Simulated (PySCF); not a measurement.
Coordinates in bohr (charge -1 multiplicity 1):
```
Ta    0.0000    0.0000   -0.2483
O     3.2234    0.0000    0.9275
O    -1.6117    2.7915    0.9275
O    -1.6117   -2.7915    0.9275
```

Computed with PBE in PySCF with Ta def2-SVPD with ECP60, O def2-SVPD; scalar-relativistic core potentials, no spin–orbit coupling; density-fitted integrals.

This geometry of TaO₃⁻ is a stationary point at this level.

Problem. What is the point group?

Solution. C3v.

Problem. Is it a minimum?

Solution. Yes: all harmonic wavenumbers are real.

Problem. What are the dipole moment and the gap between the highest occupied and lowest empty levels?

Solution. 6.66 D about the centre of mass and 1.28 eV.

Problem. Give the ideal-gas entropy at 298.15 K and 1 bar by parts.

Solution. translation 176.6, rotation 96.8, vibration 23.3, spin 0.0; total 296.7 J/(mol K).

Only a few start shapes were tried, so a lower isomer may exist. The lowest empty level of this anion is unbound, so it and the gap depend on the basis. Spin–orbit coupling, left out here, can matter for elements this heavy.
